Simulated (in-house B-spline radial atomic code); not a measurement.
Results of a calculation; reference values are marked as such.
Mobility against doping in n-type InAs: single donors

For InAs the NSM archive of the Ioffe Institute lists m* = 0.023 m0 and ε = 15.15, so a* = 34.86 nm and Ha* = 2.727 meV.

One parabolic, isotropic band at zero temperature, uniform dielectric constant, impurities scattering independently, no phonons and no central-cell term; real bands flatten as E_F rises, which lowers the mobility at the highest densities. In effective units each ion is a point charge Z in an electron gas; its screened potential is solved self-consistently in the LDA with open boundaries (B-splines, partial waves to l = 16), which gives the phase shifts δ_l at the Fermi level. All carriers come from single donors, N_D = n. μ = e/(ħ k_F N σ_tr); Brooks-Herring takes σ_Born = (2πZ²/k_F⁴)(ln(1 + b) − b/(1 + b)), b = π k_F in effective units. «Linear» is first order in Z with Lindhard's response and the LDA kernel.

```json
{"n (cm⁻³)": "9.35e14", "r_s": "1.82", "E_F (meV)": "1.52", "δ0 (rad)": "0.980", "σ_linear/σ_Born": "1.62", "σ_tr/σ_Born": "1.87", "μ, phase shifts (cm²/V·s)": "66900", "μ, Brooks-Herring": "125000"}
{"n (cm⁻³)": "2.1e15", "r_s": "1.39", "E_F (meV)": "2.6", "δ0 (rad)": "0.805", "σ_linear/σ_Born": "1.47", "σ_tr/σ_Born": "1.76", "μ, phase shifts (cm²/V·s)": "57500", "μ, Brooks-Herring": "101000"}
{"n (cm⁻³)": "4.87e15", "r_s": "1.05", "E_F (meV)": "4.55", "δ0 (rad)": "0.654", "σ_linear/σ_Born": "1.35", "σ_tr/σ_Born": "1.60", "μ, phase shifts (cm²/V·s)": "51400", "μ, Brooks-Herring": "82300"}
{"n (cm⁻³)": "1.09e16", "r_s": "0.803", "E_F (meV)": "7.79", "δ0 (rad)": "0.535", "σ_linear/σ_Born": "1.27", "σ_tr/σ_Born": "1.47", "μ, phase shifts (cm²/V·s)": "47100", "μ, Brooks-Herring": "69100"}
{"n (cm⁻³)": "2.47e16", "r_s": "0.611", "E_F (meV)": "13.5", "δ0 (rad)": "0.436", "σ_linear/σ_Born": "1.21", "σ_tr/σ_Born": "1.35", "μ, phase shifts (cm²/V·s)": "43500", "μ, Brooks-Herring": "58900"}
{"n (cm⁻³)": "5.61e16", "r_s": "0.465", "E_F (meV)": "23.2", "δ0 (rad)": "0.355", "σ_linear/σ_Born": "1.16", "σ_tr/σ_Born": "1.27", "μ, phase shifts (cm²/V·s)": "40200", "μ, Brooks-Herring": "50900"}
{"n (cm⁻³)": "1.28e17", "r_s": "0.353", "E_F (meV)": "40.3", "δ0 (rad)": "0.289", "σ_linear/σ_Born": "1.12", "σ_tr/σ_Born": "1.20", "μ, phase shifts (cm²/V·s)": "37200", "μ, Brooks-Herring": "44600"}
```

Question: How does the mobility change over the table, and why by so much less than n?

Answer: n grows 137-fold and μ goes from 66900 to 37200, a power n^-0.12 end to end. Since N ∝ k_F³ and σ_Born ∝ k_F⁻⁴ times a slow logarithm, the product k_F N σ holds no power of k_F: more scatterers meet faster electrons.

Question: Where does Brooks-Herring miss most, and for what reason?

Answer: σ_tr/σ_Born is farthest from 1 near r_s = 1.82: 1.87. A better treatment of screening (Lindhard, exchange and correlation), still in first order, gives 1.62 there, and higher orders in Z multiply that by 1.16. At the densest row the two factors are 1.12 and 1.07. Attraction raises the scattering while δ0 is small; as δ0 grows, sin² saturates while first order keeps growing.
